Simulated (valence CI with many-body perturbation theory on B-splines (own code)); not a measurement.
Forbidden lines of Sb18+

Method: valence CI with perturbative core correlation (CI+MBPT): five valence electrons over a frozen Dirac-Fock core [Ar] 3d10, radial functions for each j: 9 s, 9 p, 8 d, 6 f, 3 g, 1 h, with the one-electron correlation potential Σ1 (screened to all orders), the two-electron term Σ2, the three-electron term Σ3, Breit, model QED; selected single and double excitations, second order for the rest (own B-spline code, finite nucleus).

No measured levels were compared; by estimate levels hold to about 250 cm⁻¹ or 0.2 % of their energy and the worst to 1 %, as in measured heavy ions of charge 2 to 7; those with d or f electrons hold less well. Among the levels kept, up to 300 cm⁻¹ of a level comes from second order outside the variational space, and about a tenth of that is noise between levels of different J, which matters for small intervals.

Lines 1 to 21 of 21 in falling wavelength, among levels below 1039100 cm⁻¹, chosen from the decays that carry over 1 % of a level's rate. Wavelengths and rates use the calculated energies, so an error of 1000 cm⁻¹ moves a line at 194.1 nm by 1.9 % and its rate by three times that or more. Electric multipoles are in the length gauge, E1 and E2 with the static RPA response of the core. S is in atomic units (e²a₀⁴ for E2 and M2, e²a₀⁶ for E3), for M1 in squared Bohr magnetons. Weak lines are less certain than strong ones. Lines between different terms over intervals too small for the method are left out, as are lines whose strength nearly cancels.

Names give the largest LS component (configuration and term), which can be under half, so a name can repeat, a term be missing and a line seem to break the LS rules; names also repeat where a configuration has a term twice. Letters in brackets count levels of one name in rising energy.

| λ vac (nm) | Upper | Lower | Type | A (s⁻¹) | S (a.u.) |
| --- | --- | --- | --- | --- | --- |
| 463.1 | 4s2.4p3 2D°_5/2 | 4s2.4p3 2D°_3/2 | M1 | 5.93e+01 | 1.31e+00 |
| 415.8 | 4s2.4p2.4d 4F_9/2 | 4s2.4p2.4d 4F_7/2 | M1 | 2.68e+02 | 7.15e+00 |
| 200.4 | 4s2.4p2.4d 2G_9/2 | 4s2.4p2.4d 2G_7/2 | M1 | 1.44e+03 | 4.29e+00 |
| 194.1 | 4s2.4p3 2P°_1/2 | 4s2.4p3 2D°_3/2 | M1 | 1.26e+02 | 6.84e-02 |
| 135.2 | 4s2.4p3 2P°_3/2 | 4s2.4p3 2P°_1/2 | M1 | 2.22e+03 | 8.15e-01 |
| 133.9 | 4s2.4p3 2D°_3/2 | 4s2.4p3 4S°_3/2 | M1 | 9.00e+03 | 3.20e+00 |
| 108.4 | 4s2.4p2.4d 2G_9/2 | 4s2.4p2.4d 4F_9/2 | M1 | 6.00e+03 | 2.84e+00 |
| 103.8 | 4s2.4p3 2D°_5/2 | 4s2.4p3 4S°_3/2 | M1 | 1.72e+03 | 4.29e-01 |
| 103.8 | 4s2.4p3 2D°_5/2 | 4s2.4p3 4S°_3/2 | E2 | 5.86e+01 | 3.79e-01 |
| 96.26 | 4s2.4p3 2P°_3/2 | 4s2.4p3 2D°_5/2 | M1 | 5.05e+03 | 6.68e-01 |
| 90.70 | 4s2.4p2.4d 2G_9/2 | 4s2.4p2.4d 2F_7/2 [a] | M1 | 1.40e+03 | 3.88e-01 |
| 86.01 | 4s2.4p2.4d 2G_9/2 | 4s2.4p2.4d 4F_7/2 | M1 | 4.98e+03 | 1.17e+00 |
| 79.70 | 4s2.4p3 2P°_3/2 | 4s2.4p3 2D°_3/2 | M1 | 2.42e+04 | 1.82e+00 |
| 79.22 | 4s2.4p3 2P°_1/2 | 4s2.4p3 4S°_3/2 | M1 | 1.22e+04 | 4.49e-01 |
| 79.22 | 4s2.4p3 2P°_1/2 | 4s2.4p3 4S°_3/2 | E2 | 1.45e+02 | 8.10e-02 |
| 64.75 | 4s2.4p2.4d 4F_9/2 | 4s.4p4 2D_5/2 | E2 | 1.52e+01 | 1.55e-02 |
| 49.95 | 4s2.4p3 2P°_3/2 | 4s2.4p3 4S°_3/2 | M1 | 9.81e+02 | 1.81e-02 |
| 35.19 | 4s2.4p2.4d 4F_9/2 | 4s.4p4 4P_5/2 | E2 | 2.03e+02 | 9.79e-03 |
| 26.57 | 4s2.4p2.4d 2G_9/2 | 4s.4p4 4P_5/2 | E2 | 9.19e+02 | 1.09e-02 |
| 16.31 | 4s2.4p2.4d 4F_9/2 | 4s2.4p3 2D°_5/2 | M2 | 4.29e+02 | 4.42e-04 |
| 14.10 | 4s2.4p2.4d 4F_9/2 | 4s2.4p3 4S°_3/2 | E3 | 1.45e+01 | 5.12e-01 |
